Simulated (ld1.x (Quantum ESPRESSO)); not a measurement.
chromium: excitation energies, all-electron against TM

```
Element                 : chromium
Generator               : ld1.x (Quantum ESPRESSO) 7.5
Type                    : norm-conserving Troullier–Martins (Kleinman–Bylander form)
Functional              : PBE
Relativity              : scalar-relativistic
Frozen core             : [Ne]
Valence charge          : 14
Reference configuration : 3s2 3p6 3d5 4s0 4p0 (charge +1)
Partial waves           : 3s (bound): rc 1.15 bohr; 3p (bound): rc 1.10 bohr; 3d (bound): rc 1.30 bohr
Local potential         : the d channel
Core correction         : a·sin(br)/r model core inside 0.55 bohr
```

Energies are relative to the spin-unpolarised reference configuration 3s2 3p6 3d5 4s0 4p0; without spin polarisation the order of configurations can differ from experiment.

| valence configuration | charge | ΔE all-electron (eV) | error AE − PS (meV) |
| --- | --- | --- | --- |
| 3s2 3p6 3d5 4s1 4p0 | 0 | -6.901 | +147 |
| 3s2 3p6 3d4 4s0 4p0 | +2 | 16.053 | -5.2 |
| 3s2 3p6 3d3 4s0 4p0 | +3 | 46.801 | -9.7 |
| 3s2 3p6 3d5.5 4s0.5 4p0 | 0 | -6.175 | +65 |
| 3s2 3p6 3d4 4s1 4p0 | +1 | 1.086 | +283 |
| 3s2 3p6 3d2 4s0 4p0 | +4 | 95.161 | +60 |
| 3s2 3p6 3d5 4s0 4p1 | 0 | -3.780 | -15 |
